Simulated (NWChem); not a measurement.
System meant: C2H6BClO; SMILES O(CC)BCl

Here is an NWChem input.

```
start job
memory heap 200 mb stack 900 mb global 1100 mb
geometry units angstroms noautoz
  B     -0.406633    -0.653508    -0.424329
  H     -1.032123    -0.516916    -1.448902
  Cl     0.162140    -2.257858     0.022658
  O     -0.128065     0.366406     0.388638
  C     -0.529256     1.698199     0.113520
  C      0.676389     2.577008    -0.123796
  H     -1.208370     1.713630    -0.756471
  H     -1.098633     2.050572     0.988554
  H      1.231188     2.253552    -1.017502
  H      0.362793     3.621216    -0.272201
  H      1.360115     2.539436     0.736987
end
basis spherical
  * library def2-svp
end
dft
  odft
  mult 2
  xc pbe0
  iterations 150
  mulliken
end
task dft energy
```

End of the output:

```
                                 NWChem DFT Module
                                 -----------------

 Summary of "ao basis" -> "ao basis" (spherical)
 ------------------------------------------------------------------------------
       Tag                 Description            Shells   Functions and Types
 ---------------- ------------------------------  ------  ---------------------
 B                          def2-svp                 6       14   3s2p1d
 H                          def2-svp                 3        5   2s1p
 Cl                         def2-svp                 8       18   4s3p1d
 O                          def2-svp                 6       14   3s2p1d
 C                          def2-svp                 6       14   3s2p1d

 Summary of "ao basis" -> "ao basis" (spherical)
 ------------------------------------------------------------------------------
       Tag                 Description            Shells   Functions and Types
 ---------------- ------------------------------  ------  ---------------------
 B                          def2-svp                 6       14   3s2p1d
 H                          def2-svp                 3        5   2s1p
 Cl                         def2-svp                 8       18   4s3p1d
 O                          def2-svp                 6       14   3s2p1d
 C                          def2-svp                 6       14   3s2p1d

  number of electrons :                   48
  multiplicity        :                    2
 ------------------------------------------------------------------------
  no. of electrons and multiplicity not compatible                  48
 ------------------------------------------------------------------------
 ------------------------------------------------------------------------
  current input line :
    26: task dft energy
 ------------------------------------------------------------------------
 ------------------------------------------------------------------------
 There is an error in the input file
 ------------------------------------------------------------------------
 For more information see the NWChem manual at https://nwchemgit.github.io

0: no. of electrons and multiplicity not compatible:Received an Error in Communication
```

Problem. Can this run be used? If not, why, and what is the fix?

Solution. The input was rejected before any calculation. Cause: the multiplicity doesn't fit the number of electrons (an even count wants an odd multiplicity, and the reverse). This input runs:
```
start job
memory heap 200 mb stack 900 mb global 1100 mb
geometry units angstroms noautoz
  B     -0.406633    -0.653508    -0.424329
  H     -1.032123    -0.516916    -1.448902
  Cl     0.162140    -2.257858     0.022658
  O     -0.128065     0.366406     0.388638
  C     -0.529256     1.698199     0.113520
  C      0.676389     2.577008    -0.123796
  H     -1.208370     1.713630    -0.756471
  H     -1.098633     2.050572     0.988554
  H      1.231188     2.253552    -1.017502
  H      0.362793     3.621216    -0.272201
  H      1.360115     2.539436     0.736987
end
basis spherical
  B library def2-svp
  H library def2-svp
  Cl library def2-svp
  O library def2-svp
  C library def2-svp
end
dft
  xc pbe0
  iterations 150
  mulliken
end
task dft energy
```
It converges to -639.54062 Ha (PBE0/def2-SVP).
